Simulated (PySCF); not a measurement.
CH2FNOSi, SMILES N#CO[SiH2]F.

The structure is a stationary point at ωB97X-D3(BJ)/def2-SVP. This is a generated structure with no PubChem entry under its InChIKey; it may be hypothetical. Other conformers were not sampled.

The numbers are results of ωB97X-D3(BJ)/def2-SVP (PySCF), not measurements.

Frequencies are harmonic and unscaled.

Computed harmonic wavenumbers and intensities:
```json
[
 {"mode": "1", "ν (cm⁻¹)": "54", "IR (km/mol)": "2.6", "moving atoms (share of kinetic energy)": "F 38 %, N 27 %, O 21 %"},
 {"mode": "2", "ν (cm⁻¹)": "134", "IR (km/mol)": "2.1", "moving atoms (share of kinetic energy)": "N 34 %, O 29 %, Si 15 %, H 14 %"},
 {"mode": "3", "ν (cm⁻¹)": "294", "IR (km/mol)": "17.0", "moving atoms (share of kinetic energy)": "F 37 %, O 31 %, Si 19 %, C 9 %"},
 {"mode": "4", "ν (cm⁻¹)": "517", "IR (km/mol)": "5.8", "moving atoms (share of kinetic energy)": "C 71 %, N 15 %, O 9 %"},
 {"mode": "5", "ν (cm⁻¹)": "529", "IR (km/mol)": "9.7", "moving atoms (share of kinetic energy)": "C 68 %, N 14 %, O 9 %"},
 {"mode": "6", "ν (cm⁻¹)": "682", "IR (km/mol)": "94.1", "moving atoms (share of kinetic energy)": "H 49 %, Si 27 %, N 8 %, O 8 %"},
 {"mode": "7", "ν (cm⁻¹)": "735", "IR (km/mol)": "90.3", "moving atoms (share of kinetic energy)": "H 43 %, O 26 %, Si 19 %"},
 {"mode": "8", "ν (cm⁻¹)": "761", "IR (km/mol)": "16.0", "moving atoms (share of kinetic energy)": "H 75 %, O 17 %"},
 {"mode": "9", "ν (cm⁻¹)": "904", "IR (km/mol)": "27.2", "moving atoms (share of kinetic energy)": "F 43 %, H 42 %, Si 14 %"},
 {"mode": "10", "ν (cm⁻¹)": "946", "IR (km/mol)": "244.2", "moving atoms (share of kinetic energy)": "H 83 %, Si 12 %"},
 {"mode": "11", "ν (cm⁻¹)": "992", "IR (km/mol)": "249.4", "moving atoms (share of kinetic energy)": "H 60 %, Si 28 %, F 12 %"},
 {"mode": "12", "ν (cm⁻¹)": "1232", "IR (km/mol)": "249.0", "moving atoms (share of kinetic energy)": "O 66 %, N 27 %"},
 {"mode": "13", "ν (cm⁻¹)": "2347", "IR (km/mol)": "58.3", "moving atoms (share of kinetic energy)": "H 97 %"},
 {"mode": "14", "ν (cm⁻¹)": "2377", "IR (km/mol)": "101.2", "moving atoms (share of kinetic energy)": "H 96 %"},
 {"mode": "15", "ν (cm⁻¹)": "2460", "IR (km/mol)": "255.5", "moving atoms (share of kinetic energy)": "C 65 %, N 32 %"}
]
```
